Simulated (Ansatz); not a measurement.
`FBBCl` + `C#C[SeH]` → `C#C[Se]BF` + `BCl` at 298.15 K and 1 bar (cleavage of the B–B bond).

Gas-phase electronic energies from Ansatz, PBE0-D4/def2-TZVP geometries. CBS: MP2 limit from def2 TZ/QZ plus the TZ coupled-cluster correction, frozen cores. This one scheme is used for every species. For Se outer-core shells are correlated without core-valence functions, which leaves a few kJ/mol of doubt a bond. Scalar relativity is left out up to krypton. Each species was taken in one conformer, which may not be the lowest.

```json
{"species": "`FBBCl`", "CCSD(T)/CBS energy (Eh)": "-610.41691", "H − E (kJ/mol)": "90.3", "S (J/(mol·K))": "305.3"}
{"species": "`C#C[SeH]`", "CCSD(T)/CBS energy (Eh)": "-2477.92583", "H − E (kJ/mol)": "81.8", "S (J/(mol·K))": "276.8"}
{"species": "`C#C[Se]BF`", "CCSD(T)/CBS energy (Eh)": "-2602.59174", "H − E (kJ/mol)": "110.2", "S (J/(mol·K))": "331.1"}
{"species": "`BCl`", "CCSD(T)/CBS energy (Eh)": "-485.78909", "H − E (kJ/mol)": "65.8", "S (J/(mol·K))": "234.3"}
```

H − E and S are ideal-gas, rigid-rotor, harmonic terms from PBE0-D4/def2-TZVP, for one conformer and one mirror image of each species. 1 Eh = 2625.50 kJ/mol, R = 8.31446 J/(mol·K).

Task: By hand: ΔE, ΔH, ΔS and ΔG.

Result: ΔE = (-2602.59174) + (-485.78909) − (-610.41691) − (-2477.92583) = -0.03809 Eh = -100.0 kJ/mol. Δ(H − E) = 110.2 + 65.8 − 90.3 − 81.8 = 3.9, so ΔH = -96.1 kJ/mol. ΔS = 331.1 + 234.3 − 305.3 − 276.8 = -16.7 J/(mol·K). ΔG = -96.1 − 298.15 × (-16.7)/1000 = -91.1 kJ/mol.

Task: By hand: the equilibrium constant, and the temperature at which ΔG would vanish if ΔH and ΔS stayed fixed.

Result: log₁₀ K = −ΔG/(RT ln 10) = 16.0. ΔG = 0 at ΔH/ΔS = 5754 K, far beyond where these terms or the molecules hold.

ΔH outweighs TΔS. A doubt of 5 kJ/mol in ΔE shifts log₁₀ K by 0.9 here. Other conformers and mirror images would add mixing entropy, several J/(mol·K) or more a flexible species. These are equilibria of isolated gas molecules and say nothing of rates. Largest T1 diagnostic: 0.014 (customary marks: 0.02 for closed shells, 0.045 for open ones).
